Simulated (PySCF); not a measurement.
This PySCF input asks for the NMR shieldings of `Oc1ccccc1B(F)F`, C6H5BF2O; the geometry comes from GFN2-xTB.

```python
import basis_set_exchange as bse
import numpy as np
from pyscf import gto, dft
from pyscf.prop import nmr

atoms = """
O     0.416064    2.305502   -0.038106
C    -0.071796    1.049268   -0.049818
C    -1.451460    0.911876   -0.207536
C    -2.032152   -0.336885   -0.233395
C    -1.247226   -1.476764   -0.102683
C     0.113555   -1.349648    0.056208
C     0.742577   -0.092860    0.087967
B     2.271765   -0.024973    0.276488
F     2.965509    1.111854    0.334815
F     3.026883   -1.100281    0.399706
H     1.374534    2.311082    0.079289
H    -2.041264    1.809177   -0.305735
H    -3.101301   -0.427188   -0.354791
H    -1.702591   -2.454265   -0.125986
H     0.732489   -2.227907    0.161665
"""
names = dict.fromkeys(["O", "C", "B", "F", "H"], "pcSseg-1")
basis = {el: gto.basis.parse(bse.get_basis(n, elements=[el], fmt="nwchem")) for el, n in names.items()}
mol = gto.M(atom=atoms, basis=basis, charge=0, verbose=0)
mf = dft.RKS(mol, xc="PBE0")
mf.grids.level = 2
mf.grids.alignment = dft.numint.BLKSIZE   # the property module wants whole blocks of grid points
mf.conv_tol = 1e-9
mf.kernel()

calc = nmr.RKS(mf)   # GIAO
C = mf.mo_coeff
Co = C[:, mf.mo_occ > 0]
resp = mf.gen_response(singlet=True, hermi=2)
def vind(x):   # induced exchange potential for any number of trial vectors
    d = np.einsum("pi,xij,qj->xpq", C, 2 * x.reshape(-1, C.shape[1], Co.shape[1]), Co, optimize=True)
    return np.einsum("xpq,pi,qj->xij", resp(d - d.transpose(0, 2, 1)), C, Co, optimize=True).ravel()
mo1, _ = nmr.rhf.solve_mo1(calc, with_cphf=vind)
sigma = calc.kernel(mo1)
for i, s in enumerate(sigma):   # ppm
    print("%2d %-2s %9.2f" % (i, mol.atom_pure_symbol(i), np.trace(s) / 3))
```

Q: Give the expected output.

A: 
```
 0 O     197.16
 1 C      12.80
 2 C      65.42
 3 C      43.46
 4 C      62.72
 5 C      42.28
 6 C      76.76
 7 B      75.18
 8 F     268.32
 9 F     259.69
10 H      24.87
11 H      24.52
12 H      23.88
13 H      24.56
14 H      23.70
```

These numbers come from an equivalent density-fitted implementation of the same equations, which agrees with the script to about 0.01 ppm for H and up to a few tenths of a ppm for heavy atoms, so last digits may differ.

Size and cost of the density-fitted run: 195 basis functions, 51 s wall time on 1 thread of an Arm Neoverse N1, shared host; peak memory 0.85 GiB.
